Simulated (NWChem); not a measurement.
Molecule: CH5FOSi; SMILES O[SiH](C)F

```xyz
9

Si     0.0081     0.0749     0.3565
C     -0.3815    -1.6526    -0.2065
O     -1.0771     1.1952    -0.1895
F      1.4885     0.4350    -0.2176
H      0.0402     0.2317     1.8291
H     -1.3824    -1.9614     0.1326
H      0.3531    -2.3663     0.1980
H     -0.3509    -1.7308    -1.3050
H     -1.2645     1.2171    -1.1322
```
Atoms are numbered in this order, from 1.

Results from NWChem. Medium grid unless said otherwise, to which SCAN and Minnesota functionals are sensitive. The geometry was optimised at PBE0/def2-SVP.

**Question.** Among these, which level gives the lowest value of “highest occupied level (eV)”?
A) LDA (Slater exchange, VWN5)/def2-TZVP
B) TPSSh/def2-TZVP
C) B3LYP/def2-TZVP
D) BLYP/def2-TZVP

**Answer.** C, B3LYP/def2-TZVP. Values: B3LYP/def2-TZVP -8.73; TPSSh/def2-TZVP -8.19; LDA (Slater exchange, VWN5)/def2-TZVP -7.58; BLYP/def2-TZVP -7.38
